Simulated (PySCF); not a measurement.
SMILES c1c[c](ccc1C#N)[GeH3] (C₇H₇GeN), GFN2-xTB optimised geometry. Atoms within 1.6 Å of the plane z = 1.5 Å (x, y, z in Å): N1 (-2.29, -3.62, -0.01), C2 (-1.72, -2.63, 0.00), C3 (-1.01, -1.40, 0.00), C4 (-1.71, -0.19, 0.00), C5 (-1.02, 1.00, 0.00), C6 (0.38, 1.01, 0.00), Ge7 (1.34, 2.71, 0.01), C8 (1.06, -0.20, 0.00), C9 (0.38, -1.40, 0.00), H10 (-2.79, -0.20, 0.00), H11 (-1.55, 1.94, 0.00), H14 (1.16, 3.42, 1.31), H15 (2.14, -0.20, 0.00), H16 (0.91, -2.34, 0.00).

Calculation: PBE0/def2-TZVP (PySCF).

Map of the log10 of the electron density (e/bohr³), floored at −4 on the plane z = 1.5 Å:

```
|00000000000000000000000000000|
|00000000000000000000000000000|
|00000000000000011210000000000|
|00000000000000234432100000000|
|00000000000001356654210000000|
|00000000000002468875320000000|
|00000000000013579986421000000|
|00000000000113578976432000000|
|00000000012223467765432000000|
|00000000123333455654322000000|
|00000000134444455543321000000|
|00000000234555555432210000000|
|00000001244555555432100000000|
|00000012345554555543210000000|
|00000023455544455543210000000|
|00000013445544455543210000000|
|00000012345554555543200000000|
|00000001244555555432100000000|
|00000001234555554421000000000|
|00000012344444444320000000000|
|00000023445443333210000000000|
|00000123455432222100000000000|
|00000124455431000000000000000|
|00000124444321000000000000000|
|00000023443210000000000000000|
|00000012232100000000000000000|
|00000000111000000000000000000|
|00000000000000000000000000000|
|00000000000000000000000000000|
```
Scale: ten equal steps from -4.00 (start of '0') to -0.775 (end of '9'), in the order '0123456789'; x runs from -6.00 to 6.00, y from -6.00 (bottom) to 6.00 (top).
